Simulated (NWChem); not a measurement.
System: C₂H₃FO₂Si; SMILES O=C1C[Si@@H](F)O1

```xyz
9

O      0.2004     2.4143    -0.3322
C      0.0345     1.2654    -0.0893
C     -1.2449     0.4156     0.0012
Si    -0.0404    -0.9379     0.4321
F      0.1770    -2.0876    -0.6766
O      1.0357     0.3693     0.2093
H     -1.7684     0.3460    -0.9638
H     -1.9453     0.7956     0.7587
H      0.0598    -1.5769     1.7577
```
Atoms are numbered in this order, from 1.

All runs: NWChem. All runs use the structure optimised with PBE0/def2-SVP. Hybrids' shares of exact exchange are those that their runs print; pure functionals count as 0. The functionals differ in more than this share.

```
row               share of exact exchange  highest occupied level (eV)
----------------  -----------------------  ---------------------------
PBE/def2-TZVP                        0.00                        -6.75
BLYP/def2-TZVP                       0.00                        -6.63
TPSSh/def2-TZVP                      0.10                        -7.42
B3LYP/def2-TZVP                      0.20                        -8.05
PW6B95/def2-TZVP                     0.28                     withheld
```

Task: Fit a straight line of the last column on the one before it, predict the withheld value, and compare with the run.

Result: 
1. Means of the 4 shown rows: x = 0.075, y = -7.212. Slope Σ(x − x̄)(y − ȳ)/Σ(x − x̄)² = -0.1883/0.02750 = -6.845; intercept -6.699.
2. The shown rows scatter about the line by 0.047 (root mean square); the largest residual is +0.07, at BLYP/def2-TZVP.
3. At x = 0.28 (PW6B95/def2-TZVP; beyond the shown range) the line gives -8.62.
4. The run gives -8.45, +0.17 from the line, 3.6 times the scatter.
